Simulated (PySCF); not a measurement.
Several molecules and their computed UV-vis stick spectra, shuffled. Computed, not measured: TDDFT PBE0/def2-SVPD, vertical, gas phase, core orbitals frozen in the response (PySCF 2.14.0, density-fitted response routines). Geometries: GFN2-xTB; one conformer of each isolated species. Triplets are in the Tamm–Dancoff approximation.

A. `C=Cc1scc(C)c1Cl`
B. `FC(F)(F)CC[SiH2][SiH3]`
C. `C=CP(=O)(C=C)C=C`
D. `FC(F)(F)c1ccpcn1`
E. `F[C@@H]1[C@@H]2CC[C@H](F)[C@H]12`

Lowest singlet levels (six at most, fewer where fewer were computed) with oscillator strengths:

1. 169 nm (f 0.000); 161 nm (f 0.004); 152 nm (f 0.005); 149 nm (f 0.007); 147 nm (f 0.000); 146 nm (f 0.017); T1 7.12 eV
2. 340 nm (f 0.004); 293 nm (f 0.001); 251 nm (f 0.077); 238 nm (f 0.131); 237 nm (f 0.011); 216 nm (f 0.002); T1 3.13 eV
3. 221 nm (f 0.000); 213 nm (f 0.054 summed over 2 states); 210 nm (f 0.003); 196 nm (f 0.107 summed over 2 states); 192 nm (f 0.000) [of 8 roots; the last level is left out, as the window may have cut its degenerate partner]; T1 4.26 eV
4. 280 nm (f 0.265); 258 nm (f 0.106); 234 nm (f 0.000); 213 nm (f 0.000); 207 nm (f 0.005); 200 nm (f 0.009); T1 2.71 eV
5. 177 nm (f 0.039); 172 nm (f 0.016); 163 nm (f 0.045); 161 nm (f 0.002); 157 nm (f 0.044); 156 nm (f 0.020); T1 6.11 eV

**Question.** Match each spectrum to its molecule.

**Answer.** 1 = E, 2 = D, 3 = C, 4 = A, 5 = B.
- A: S1 at 4.42 eV, HOMO→LUMO (94%); Löwdin shares by element: HOMO carbon 65% or more (atoms not listed hold the other 35%); LUMO carbon 57% or more (atoms not listed hold the other 43%); HOMO -6.39 and LUMO -1.47 eV; point group Cs, 2 of its 6 listed states under f = 0.0005.
- B: S1 at 7.01 eV, HOMO→LUMO (91%); Löwdin shares by element: HOMO silicon 59%, carbon 15% or more, hydrogen 6% or more (atoms not listed hold the other 21%); LUMO silicon 56%, hydrogen 14% or more (atoms not listed hold the other 30%); HOMO -8.65 and LUMO -0.45 eV.
- C: S1 at 5.62 eV, HOMO-1/HOMO→LUMO/LUMO+1 (≥94%); Löwdin shares by element: HOMO (one of a set within 0.03 eV) oxygen 52%, carbon 20% or more, phosphorus 14%; LUMO (one of a set within 0.03 eV) carbon 74% or more (atoms not listed hold the other 26%); HOMO -7.92 and LUMO -0.88 eV; point group C3v, 2 of its 7 listed states under f = 0.0005.
- D: S1 at 3.65 eV, HOMO→LUMO (99%); Löwdin shares by element: HOMO nitrogen 44%, phosphorus 24%, carbon 17% or more; LUMO carbon 44% or more, phosphorus 34% (atoms not listed hold the other 22%); HOMO -7.74 and LUMO -2.56 eV; point group Cs.
- E: S1 at 7.33 eV, HOMO→LUMO (96%); Löwdin shares by element: HOMO carbon 57% or more, fluorine 18% or more (atoms not listed hold the other 24%); LUMO carbon 29% or more, hydrogen 9% or more (atoms not listed hold the other 62%); HOMO -8.11 and LUMO 0.47 eV.

A slash joins orbitals within 0.01 eV of each other, whose weights are summed (≥ marks a lower bound).
